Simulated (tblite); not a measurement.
Compound: C5H12BNSi2.
Structure used (GFN2-xTB), in Å, numbered top down from 1:
```xyz
21
C5H12BNSi2 angstrom
Si    -2.049   -1.452    0.473
N     -1.517    0.214    0.259
Si    -2.677    1.500   -0.071
B     -0.154    0.566    0.287
C      1.016   -0.518    0.469
C      1.512   -0.658   -0.928
C      2.737   -0.106   -1.022
C      3.152    0.345    0.276
C      2.180    0.073    1.167
H     -3.500   -1.473    0.310
H     -1.685   -1.881    1.827
H     -1.425   -2.295   -0.548
H     -4.005    0.976    0.239
H     -2.578    1.861   -1.488
H     -2.371    2.635    0.797
H      0.152    1.687    0.125
H      0.648   -1.442    0.912
H      0.929   -1.092   -1.720
H      3.339   -0.022   -1.912
H      4.099    0.814    0.480
H      2.187    0.285    2.221
```

All values are computed: GFN2-xTB (tblite) harmonic vibrations without scaling, gas phase. Errors from tens to a few hundred cm⁻¹ against measured bands are possible. Modes of hydrogen on boron and silicon can be 10 to 20 % off. One conformer, not necessarily the lowest. The optimisation stopped once no atom felt more than 0.01 eV/Å.

Lowest wavenumbers of the output (negative numbers stand for imaginary wavenumbers):
```
mode    cm-1
  1     -56.7
  2      38.9
  3      45.6
  4      77.5
  5     126.7
  6     159.1
  7     216.4
  8     238.5
```

Question: Is this structure a minimum?

Answer: Not by this Hessian. 1 mode is imaginary beyond 20i (57i cm⁻¹), so at this level the point lies at or near a first-order saddle. The curvature is small, so loose convergence or finite differences may be the whole cause.

Question: Which atoms move in the imaginary mode?

Answer: 57i: H14 (Si–H hydrogen) 34 %, H13 (Si–H hydrogen) 30 %, H15 (Si–H hydrogen) 29 %. These are shares of the mass-weighted motion.

Question: What is the remedy?

Answer: Step along that mode in both directions, optimise again with tighter thresholds and repeat the frequencies. The zero-point energy of this point (93.0 kcal/mol) counts the 56 real modes alone, and thermal corrections from it aren't those of a minimum.
